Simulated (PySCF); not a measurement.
A structure optimised at PBE-D3(BJ)/def2-SVP, used in a PySCF frequency run:

```
C
C 1 1.3614
H 2 1.1076 1 120.06
C 1 1.5039 2 124.62 3 0.00
H 4 1.1091 1 112.08 2 0.00
H 4 1.1116 5 108.20 1 -122.81
H 4 1.1116 5 108.20 6 -114.39
Si 2 1.8795 3 123.81 1 180.00
N 8 1.7558 2 98.24 3 180.00
H 9 1.0209 8 123.23 2 180.00
Si 9 1.7507 10 123.28 8 180.00
H 8 1.5108 9 113.51 10 -60.66
H 8 1.5108 12 106.13 9 -125.36
H 11 1.5114 9 113.99 10 -61.03
H 11 1.5114 14 106.14 9 -126.29
```

Q: Write its SMILES, formula and point group.

A: CC1=C[SiH2]N[SiH2]1, C3H9NSi2, Cs

Q: What are its rotational constants (standard atomic weights)?

A: 3.5448, 2.0147, 1.3353 GHz
